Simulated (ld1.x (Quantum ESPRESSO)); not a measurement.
# Co: excitation energies, all-electron against TM

* Element: cobalt
* Generator: ld1.x (Quantum ESPRESSO) 7.5
* Type: norm-conserving Troullier–Martins (Kleinman–Bylander form)
* Functional: PBE
* Relativity: scalar-relativistic
* Frozen core: [Ne] 3s2
* Valence charge: 15
* Reference configuration: 3p6 3d7 4s1 4p0 (charge +1)
* Partial waves: 4s (bound): rc 2.25 bohr; 3d (bound): rc 1.10 bohr; 3p (bound): rc 1.15 bohr
* Local potential: the p channel
* Core correction: none

Energies are relative to the spin-unpolarised reference configuration 3p6 3d7 4s1 4p0; without spin polarisation the order of configurations can differ from experiment. The frozen-core shift is the all-electron ΔE with the core orbitals held at their reference shape minus the fully relaxed ΔE.

```
valence configuration  charge  ΔE all-electron (eV)  error AE − PS (meV)  frozen-core shift (meV)
      3p6 3d7 4s2 4p0       0                -9.030                 -1.7                     -0.8
      3p6 3d7 4s0 4p0      +2                16.786                 -7.2                     +1.9
      3p6 3d6 4s0 4p0      +3                52.656                  +67                      +30
      3p6 3d8 4s1 4p0       0               -10.233                 -9.3                     +9.2
      3p6 3d8 4s0 4p0      +1                -2.559                  -55                      +16
      3p6 3d5 4s0 4p0      +4               108.007                 +147                     +181
```

(1) What are ΔE and the potential's error for 3p6 3d7 4s0 4p2?

Note: ghost state, extra bound levels that the all-electron valence spectrum of the same l lacks: s at -108.8 eV. A true bound ghost makes a file unfit for plane-wave use.

Results:

(1) ΔE = -0.052 eV all-electron; the error (AE − PS) is +44 meV.

ld1.x printed “convergence not achieved” for 2 of the counted tests; their residual had stalled under 1e-8, short of the target of 1e-14. A variational frozen-core shift is positive and of second order in the change. This column holds negative values, so the frozen-core run of ld1.x carries numerical noise or an error of first order here, and the column gives no more than the rough size of the effect.
